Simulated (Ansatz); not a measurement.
The cluster Be2O3⁻. Charge -1, multiplicity 2. Geometry r2SCAN-D4/def2-TZVPD.

Cartesian coordinates in Å:
```
Be -0.330 0.750 0.083
Be 0.885 -1.430 -0.477
O -0.649 2.080 -0.099
O -0.542 -0.906 -0.228
O 0.636 -0.494 0.721
```

LC-ωPBE has ω = 0.4 bohr⁻¹. The structure holds 1 bond(s) between oxygen atoms. At PBE-D4/def2-TZVPD, r2SCAN-D4/def2-TZVPD the highest occupied level of the charge -1 doublet lies above zero (up to 0.37 eV). It is a level of α spin, whose loss leaves a singlet; that state wasn't run at this geometry and level. The electron is either unbound and held by the finite basis, or the level is raised by self-interaction error. Another isomer (doublet) lies 3.68 eV lower at PBE0-D4/def2-TZVPD; other spin states weren't run for this one.

Task: Estimate the α-spin orbital energies around the gap (eV) in Ansatz with PBE-D4/def2-TZVPD, r2SCAN-D4/def2-TZVPD, PBE0-D4/def2-TZVPD, CAM-B3LYP-D4/def2-TZVPD, LC-ωPBE/def2-TZVPD.

Result: 
| orbital | PBE-D4/def2-TZVPD | r2SCAN-D4/def2-TZVPD | PBE0-D4/def2-TZVPD | CAM-B3LYP-D4/def2-TZVPD | LC-ωPBE/def2-TZVPD |
| --- | --- | --- | --- | --- | --- |
| HOMO−5 | -4.32 | -4.68 | -6.09 | -7.66 | -9.04 |
| HOMO−4 | -2.75 | -3.12 | -4.58 | -6.17 | -7.54 |
| HOMO−3 | -0.91 | -1.18 | -2.06 | -3.55 | -4.84 |
| HOMO−2 | -0.61 | -0.73 | -1.90 | -3.10 | -4.47 |
| HOMO−1 | 0.14 | 0.09 | -0.97 | -2.42 | -3.74 |
| HOMO | 0.37 | 0.31 | -0.80 | -2.25 | -3.56 |
| LUMO | 0.87 | 1.18 | 2.25 | 3.18 | 3.84 |
| LUMO+1 | 2.26 | 2.52 | 2.75 | 3.38 | 3.90 |
| LUMO+2 | 2.73 | 3.28 | 3.06 | 3.57 | 4.03 |
| LUMO+3 | 2.77 | 3.42 | 3.26 | 3.97 | 4.89 |
| LUMO+4 | 3.34 | 3.87 | 3.83 | 4.32 | 4.90 |
| LUMO+5 | 3.82 | 4.32 | 4.28 | 4.69 | 5.13 |
| β HOMO | 0.36 | 0.30 | -0.80 | -2.25 | -3.56 |
| β LUMO | 0.90 | 1.22 | 1.93 | 2.17 | 3.27 |
